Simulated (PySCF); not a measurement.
## Two-photon absorption: `CCCCC(C)C`, C₇H₁₆

Geometry:
```
atom   x (Å)   y (Å)   z (Å)
  C1  -3.355   0.907  -0.278
  C2  -2.213  -0.032  -0.635
  C3  -0.875   0.388  -0.041
  C4   0.269  -0.548  -0.405
  C5   1.616  -0.227   0.247
  C6   2.147   1.144  -0.156
  C7   2.636  -1.316  -0.068
  H8  -3.159   1.930  -0.638
  H9  -4.308   0.576  -0.719
 H10  -3.497   0.966   0.814
 H11  -2.116  -0.098  -1.733
 H12  -2.454  -1.055  -0.297
 H13  -0.644   1.416  -0.374
 H14  -0.965   0.444   1.059
 H15   0.399  -0.559  -1.504
 H16  -0.017  -1.579  -0.130
 H17   1.458  -0.219   1.343
 H18   2.275   1.206  -1.250
 H19   3.128   1.340   0.303
 H20   1.472   1.958   0.148
 H21   3.597  -1.126   0.434
 H22   2.279  -2.308   0.250
 H23   2.833  -1.365  -1.152
```

Method: TDDFT CAM-B3LYP/aug-cc-pVDZ excited states, vertical, gas phase in PySCF. Geometry: PBE0-D3(BJ)/def2-SVP.

Question: How strongly do the lowest singlets absorb one photon, and two photons of half the energy?

Answer: δ for parallel linear polarisation; σ at the peak of a Lorentzian of half width 0.1 eV, single beam; Ω is circular over linear.
| state | E (eV) | f | photon λ (nm) | δ (au) | σ (GM) | Ω | main |
| --- | --- | --- | --- | --- | --- | --- | --- |
| S1 | 8.02 | 0.004 | 309 | 37.8 | 0.89 | 1.50 | HOMO→LUMO 0.81 |
| S2 | 8.15 | 0.008 | 304 | 64.9 | 1.58 | 1.49 | HOMO−1→LUMO 0.60 |
| S3 | 8.23 | 0.000 | 301 | 148 | 3.67 | 0.22 | HOMO−2→LUMO 0.57, HOMO−2→LUMO+1 0.11 |
| S4 | 8.34 | 0.022 | 297 | 71.9 | 1.83 | 0.15 | HOMO−3→LUMO 0.40, HOMO−1→LUMO 0.12 |
| S5 | 8.40 | 0.031 | 295 | 20.6 | 0.53 | 0.26 | HOMO→LUMO+2 0.29, HOMO→LUMO+1 0.25 |
| S6 | 8.45 | 0.058 | 293 | 12.8 | 0.33 | 0.11 | HOMO→LUMO+2 0.38, HOMO→LUMO+1 0.32 |

Among these, the strongest one-photon state is S6, the strongest two-photon state S3, with a dipole change of 4.7 D (relaxed, norm of the difference vector).
